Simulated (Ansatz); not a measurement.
Calculated with Ansatz (gas phase, PBE0-D4/def2-TZVP geometries, no zero-point term in ΔE). CCSD(T)/CBS adds triple-zeta CCSD(T) − MP2 to the extrapolated MP2 energy (def2 sets, frozen cores). Functionals use def2-TZVPP. B3LYP here is the variant with VWN-RPA as its local correlation; programs differ in this. Elements past krypton have def2 core potentials. For Sn outer-core shells are correlated without core-valence functions, which leaves a few kJ/mol of doubt a bond. One conformer a species, not always the lowest.

`CC([SiH3])S` + `[OH][SnH]([OH])[Cl]` → `C[O][SnH]([OH])[Cl]` + `[SiH3]CS`  (substitution at a C–C bond)

| level | ΔE (kcal/mol) | difference from CCSD(T)/CBS |
| --- | --- | --- |
| r2SCAN-D4 | 14.1 | -0.5 |
| B3LYP-D4 | 12.9 | -1.7 |
| ωB97M-V | 14.2 | -0.4 |
| B2PLYP | 13.3 | -1.3 |
| PBE0 | 14.0 | -0.6 |
| HF/def2-TZVPP | 11.0 | -3.6 |
| MP2/def2-TZVPP | 16.0 | 1.4 |
| SCS-MP2/def2-TZVPP | 14.4 | -0.2 |
| CCSD/def2-TZVPP | 13.9 | -0.7 |
| HF/def2-QZVPP | 10.8 | -3.8 |
| CCSD(T)/CBS | 14.6 | 0 |

Largest T1 diagnostic among the species: 0.013.

The D4 term adds +0.8 kcal/mol with B3LYP and +0.4 kcal/mol with PBE0; it sums over pairs of atoms, weighted by their polarisabilities, and B3LYP, whose exchange is more repulsive, gets the larger term. In def2-TZVPP, CCSD(T) changes the Hartree–Fock value by +3.3 kcal/mol (the triples alone add +0.4 kcal/mol) and MP2 by +5.0 kcal/mol.

CCSD(T)/CBS has its own doubt, a few kJ/mol and more with outer-core shells, so smaller differences from it don't rank the levels.
